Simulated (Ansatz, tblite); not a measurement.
Isomers of Rb8⁻ (doublet), found by a short tight-binding search and relaxed with PBE/def2-SVPD in Ansatz.

In the def2 sets Rb takes a core potential; there is no spin–orbit coupling. The xTB rows come from tblite. B3LYP takes the VWN-RPA correlation. Correlated methods freeze no core orbitals; core or outer-core shells of Rb are correlated, in sets that lack core-valence functions.

Run but left out: HF/def2-TZVPD, MP2/def2-TZVPD (A: ⟨S²⟩ 3.07, where a pure state has 0.75).

A: At PBE/def2-TZVPD, revPBE/def2-TZVPD the highest occupied level of the charge -1 doublet lies above zero (up to 0.10 eV). It is a level of α spin, whose loss leaves a singlet; that state wasn't run at this geometry and level. The electron is either unbound and held by the finite basis, or the level is raised by self-interaction error. B: At PBE/def2-TZVPD, revPBE/def2-TZVPD the highest occupied level of the charge -1 doublet lies above zero (up to 0.05 eV). It is a level of α spin, whose loss leaves a singlet; that state wasn't run at this geometry and level. The electron is either unbound and held by the finite basis, or the level is raised by self-interaction error. C: At PBE/def2-TZVPD, revPBE/def2-TZVPD the highest occupied level of the charge -1 doublet lies above zero (up to 0.08 eV). It is a level of α spin, whose loss leaves a singlet; that state wasn't run at this geometry and level. The electron is either unbound and held by the finite basis, or the level is raised by self-interaction error.

Other spin states weren't relaxed.

A:

```xyz
8

Rb   -2.128    0.498    3.050
Rb    2.032   -1.752    3.451
Rb    0.318   -0.933   -4.981
Rb    3.419    0.012   -0.999
Rb   -4.404   -0.528   -1.088
Rb   -0.324   -2.890   -0.403
Rb   -0.678    2.435   -1.466
Rb    1.765    3.159    2.437
```

B:

```csv
atom,x (Å),y (Å),z (Å)
Rb1,-1.674,-2.962,-0.332
Rb2,2.049,2.303,1.725
Rb3,-0.023,4.240,-2.269
Rb4,2.852,-3.796,1.578
Rb5,-0.398,-1.205,3.913
Rb6,-2.304,0.292,-3.645
Rb7,-2.684,1.632,0.978
Rb8,2.182,-0.504,-1.948
```

C:

```xyz
8

Rb    1.5969   -3.8306   -1.9646
Rb    0.7292    3.1462   -0.1347
Rb   -4.0791    2.0226    0.6888
Rb   -0.9854    1.4594    4.1950
Rb   -1.8036   -2.4064    1.1902
Rb    2.5611   -0.7429    1.8153
Rb   -1.5077    0.0101   -2.8478
Rb    3.4886    0.3415   -2.9421
```

Task: Estimate their order by electronic energy at RPA@PBE/def2-TZVPD, counted from the lowest.

Result: C (0.0) < B (2.7) < A (4.5), in kJ/mol. Gaps under about 2 kJ/mol are ties within the noise of geometry and basis.

Task: Do the other levels pick the same lowest one?

Result: Not GFN2-xTB. Energies above each level's lowest (kJ/mol):

```
             level    A    B     C
          GFN2-xTB  0.0  1.6  14.8
    PBE/def2-TZVPD  6.0  2.8   0.0
 revPBE/def2-TZVPD  4.7  2.4   0.0
  B3LYP/def2-TZVPD  0.9  0.3   0.0
   PBE0/def2-TZVPD  5.5  2.7   0.0
RPA@PBE/def2-TZVPD  4.5  2.7   0.0
```
Point groups (tolerance 0.1 Å): A not assigned, B not assigned, C not assigned. Lower isomers may exist.
